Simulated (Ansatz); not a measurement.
`C[NH][SnH2][NH]C` + CH₃OH → `C[NH][SnH2][O]C` + CH₃NH₂  (ligand exchange at the Sn–N bond)

Computed with Ansatz on PBE0-D4/def2-TZVP structures; ΔE is electronic, products minus reactants. CCSD(T)/CBS adds triple-zeta CCSD(T) − MP2 to the extrapolated MP2 energy (def2 sets, frozen cores). This one scheme is used for every species. Functionals use def2-TZVPP. Elements past krypton have def2 core potentials. For Sn outer-core shells are correlated without core-valence functions, which leaves a few kJ/mol of doubt a bond. Each species was taken in one conformer, which may not be the lowest.

```
    level  ΔE (kJ/mol)
r2SCAN-D4        -30.1
  ωB97M-V        -27.5
```

(1) What does CCSD(T)/CBS give? (Estimate.)

Largest T1 diagnostic among the species: 0.013.

Answers

(1) Ansatz gave: -26.6 kJ/mol. The listed levels differ from it by -3.5, -0.9 kJ/mol.

In def2-TZVPP, CCSD(T) changes the Hartree–Fock value by +8.3 kJ/mol (the triples alone add +0.5 kJ/mol) and MP2 by +9.8 kJ/mol.
